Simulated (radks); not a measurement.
Values are calculated unless marked as measured or tabulated.
Question: The table gives one normalised radial function P(r) = r R(r) of Dy+ in [Xe] 4f10 6p1 (r in bohr). Code: a radial shooting solver on a logarithmic mesh with Libxc functionals. Model: scalar-relativistic Kohn-Sham, r2SCAN, spin-polarised, spherical densities, finite nucleus; open shells are filled with parallel spins first (spin-orbit coupling, left out, can overturn this in heavy ions); meta-GGA in the generalised Kohn-Sham scheme; Fermi nuclear charge, rms radius 5.2218 fm.

| r | P |
|---|---|
| 0.0007584 | 0.0007 |
| 0.001216 | 0.0015 |
| 0.001949 | 0.0033 |
| 0.003125 | 0.0073 |
| 0.00501 | 0.0160 |
| 0.008032 | 0.0344 |
| 0.01277 | 0.0692 |
| 0.02048 | 0.1278 |
| 0.03283 | 0.1973 |
| 0.05264 | 0.2097 |
| 0.08439 | 0.0462 |
| 0.1353 | -0.2526 |
| 0.2169 | -0.2189 |
| 0.3477 | 0.3318 |
| 0.5575 | 0.3198 |
| 0.8938 | -0.5677 |
| 1.422 | -0.9225 |
| 2.279 | -0.4650 |
| 3.654 | -0.0824 |
| 5.858 | -0.0047 |
| 9.391 | 0.0000 |
| 15.06 | 0.0000 |

Which n and l does it have? It may be an empty orbital.

Answer: n = 5, l = 1: the number of nodes gives n - l - 1 = 3, the rise at small r (about r^(l+1), flatter next to the nucleus through relativity) gives l, and the extent must fit the shell. The curve is that of 5p up; the table hardly tells the two spins apart. 5p up: eigenvalue -34.645 eV, 3 radial nodes at r = 0.0911, 0.267, 0.674 bohr, <r> = 1.52 bohr, 90 % of the charge inside 2.24 bohr.
